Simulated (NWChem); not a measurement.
Species: C4H4N, doublet; SMILES C1=C[N]C=C1

Task: Give the equilibrium geometry at PBE-D3(BJ)/def2-SVP, spin-unrestricted (NWChem) as a Z-matrix, with the point group.

Result: point group C2v; any orientation.
```
C
C 1 1.3744
H 2 1.0970 1 128.43
H 1 1.0970 2 128.43 3 0.28
C 2 1.4674 3 126.57 1 -179.81
N 5 1.3510 2 112.83 3 179.88
C 6 1.3509 5 104.34 2 -0.01
H 5 1.1022 6 120.95 7 -179.89
H 7 1.1023 6 120.96 5 -179.88
```
